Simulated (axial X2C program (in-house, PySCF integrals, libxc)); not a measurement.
## Levels of Sb₂⁻ by electron attachment to Sb₂ (EOM-EA-CCSD)

Computed with an axial X2C code built on PySCF integrals: two-component X2C with atomic mean-field Coulomb and Gaunt terms, Gaussian nuclei, basis Sb dyall-acv3z with contracted cores.

R = 2.474 Å (near the PBE0 minimum at charge 0 of the determinant lowest at the starting distance; the state shown can have its own minimum elsewhere).

Hartree–Fock spinors of Sb₂ (one of each Kramers pair; a window near the gap, which can cut inner shells):

```
  ω  occupied  ε (eV)                    character
1/2       yes  -20.47  75% Sb s, 16% Sb p, 8% Sb d
1/2       yes  -15.19  64% Sb s, 27% Sb p, 7% Sb d
1/2       yes   -9.20           85% Sb p, 10% Sb s
1/2       yes   -8.37            88% Sb p, 8% Sb d
3/2       yes   -7.92            88% Sb p, 8% Sb d
1/2        no   -0.50  64% Sb p, 29% Sb d, 6% Sb f
3/2        no   -0.22  62% Sb p, 32% Sb d, 6% Sb f
1/2        no    0.81            94% Sb p, 4% Sb d
1/2        no    1.20           71% Sb s, 25% Sb p
1/2        no    1.34                     98% Sb p
3/2        no    1.36                     98% Sb p
```

Levels of Sb₂⁻ obtained by attaching an electron to Sb₂:

```csv
Ω,binding energy (eV),above lowest (cm⁻¹),attached spinor,one-particle weight
1/2,0.963,0,"64% Sb pπ, 28% Sb dπ",0.94
3/2,0.696,2153,"64% Sb pπ, 30% Sb dπ",0.94
1/2,-0.578,12432,90% Sb pσ,0.98
1/2,-0.870,14786,84% Sb sσ,0.98
1/2,-1.150,17045,98% Sb pπ,0.99
3/2,-1.170,17205,98% Sb pπ,0.99
1/2,-1.398,19044,"80% Sb pσ, 18% Sb dσ",0.99
```

Q: What is the splitting of the first π pair in the table, and is it regular or inverted?

A: E(3/2) − E(1/2) = 2153 − 0 = 2153 cm⁻¹ at EOM-EA-CCSD: regular, Ω = 1/2 lower. Splittings at this level can be off by ten to twenty per cent.

Negative binding energies belong to unbound states, resonances or levels that the basis set holds; within some tenths of an eV of zero the sign is not settled.

This point took 9.4 s on 1 thread of Arm Neoverse V2, on a shared host.

Reference electrons by ω block (each with its −ω partner): 1/2: 32, 3/2: 15, 5/2: 4. 10 electrons of Sb₂ correlated (inner shells frozen), 92 natural virtual spinors (a truncated set); levels can be off by some tenths of an eV. Roots sought by Ω: (1/2: 5, 3/2: 4, 5/2: 2, 7/2: 1); rows need 60 % one-particle weight and stop where some Ω has no more roots. Missing are any skipped roots, higher Ω and states of a further excitation; these come out far too high here and may in truth be low or lowest. T1 of the reference 0.021 (Lee–Taylor). Number of frozen shells: Sb 4 s, 3 p, 2 d. g and u states are not told apart.
